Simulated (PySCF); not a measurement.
Input of a run (PBE0-D3(BJ)/def2-SVP geometry optimisation, gas phase (PySCF 2.14.0)), started from GFN2-xTB:
```
{"job": {"xc": "PBE0", "basis": "def2-SVP", "d3": "d3bj", "grid": 1, "shake": 0.01, "kind": "geom"}, "charge": 0, "multiplicity": 1}
C     -1.553410     1.041900     0.450790
C     -0.505540     0.267670    -0.313820
C     -1.031550    -1.107270    -0.607250
S     -1.449710    -1.580540    -2.063970
C      0.775430     0.205730     0.523750
F      0.564380    -0.421040     1.708040
F      1.213360     1.455880     0.854420
C      1.964130    -0.498360    -0.197120
F      3.082010    -0.419580     0.511650
F      1.674510    -1.799630    -0.370290
F      2.150090     0.036390    -1.384870
H     -1.805190     0.582850     1.397080
H     -2.502350     1.134870    -0.168230
H     -1.232920     2.077230     0.653650
H     -0.260930     0.774460    -1.247740
H     -1.101380    -1.752930     0.264640
```

Output (energies in Eh, forces in Eh/bohr):
```
step   0  E = -1089.46567058  max force = 0.026278
step   1  E = -1089.46882632  max force = 0.007894
step   2  E = -1089.46958784  max force = 0.003032
step   3  E = -1089.46964883  max force = 0.003001
step   4  E = -1089.46974703  max force = 0.001368
step   5  E = -1089.46979735  max force = 0.000615
step   6  E = -1089.46982511  max force = 0.000567
step   7  E = -1089.46985365  max force = 0.000908
step   8  E = -1089.46985841  max force = 0.000554
step   9  E = -1089.46985998  max force = 0.000141
optimisation converged
```

Summarise the run.

The energy falls by 11.0 kJ/mol over 10 energy and gradient evaluations, the largest force component goes from 0.0263 to 1.4e-04 Eh/bohr, and the atoms move by 0.069 Å rms after alignment. The bond that changes most is C1–H13 (methyl carbon to methyl hydrogen), which shortens by 0.039 Å. Bonds longer at the end by more than 0.005 Å: 6 of 15; shorter: 6. Among the angles that change most is H13–C1–H14, from 105.4° to 108.9°. The energy never rose by more than 1e-6 Eh on the way. The first step brought 75 % of the lowering.

What are the final bond lengths?

C1–C2 1.534 Å, C2–C3 1.502 Å, C3=S4 1.612 Å, C2–C5 1.524 Å, C5–F6 1.350 Å, C5–F7 1.348 Å, C5–C8 1.541 Å, C8–F9 1.324 Å, C8–F10 1.330 Å, C8–F11 1.329 Å, C1–H12 1.099 Å, C1–H13 1.098 Å, C1–H14 1.098 Å, C2–H15 1.100 Å, C3–H16 1.103 Å. Numbering counts from 1 in the input's order; the species is `C[C@H](C=S)C(F)(F)C(F)(F)F`.

The run used 183 basis functions and 71 SCF cycles in all. Time: 5.7 min wall; peak memory 0.80 GiB. Hardware: one thread of an Arm Neoverse N1, shared host with 64 logical CPUs at a one-minute load of 60.

Whether it is a minimum is left open (no frequencies). One conformer, not necessarily the lowest.

The values belong to the conformer `[CH3:1][C@H:2]([CH:3]=[S:4])[C:5]([F:6])([F:7])[C:8]([F:9])([F:10])[F:11]`: C1–C2–C3–S4 101°, C1–C2–C5–F6 64°, C2–C5–C8–F9 177°.
